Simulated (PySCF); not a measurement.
The same groups moved round the core (butadiene methyl+boryl). Gas-phase values, no solvent. One relaxed conformer stands for each flexible species; it need not be the lowest. Strings in code marks are SMILES.

Calculation: PySCF 2.14.0 with PBE-D3(BJ)/def2-TZVP // CAM-B3LYP-D3(BJ)/def2-TZVP. Delta-SCF ions had no search for a lower state. Excitations are Tamm–Dancoff values on a coarser integration grid. The basis has no diffuse functions, so Rydberg states are missing or too high.

```csv
species,vertical ionisation energy (Delta-SCF) (eV),S1 excitation (TDA) (eV),S1 oscillator strength,T1 excitation (TDA) (eV),brightest of the four lowest singlets (TDA) (eV)
`BC(=C)/C=C/C`,8.60,3.50,…,…,5.69
`C=C(/C=C\C)B`,8.69,3.57,0.033,…,5.61
`B/C=C(\C)C=C`,9.12,4.25,0.000,…,4.75
`C(/B)=C/C=C\C`,…,4.27,0.000,2.54,4.32
```

Some entries are withheld; supply them.


- `BC(=C)/C=C/C`, S1 oscillator strength: 0.040
- `BC(=C)/C=C/C`, T1 excitation (TDA) (eV): 2.51
- `C=C(/C=C\C)B`, T1 excitation (TDA) (eV): 2.71
- `B/C=C(\C)C=C`, T1 excitation (TDA) (eV): 2.65
- `C(/B)=C/C=C\C`, vertical ionisation energy (Delta-SCF) (eV): 8.80
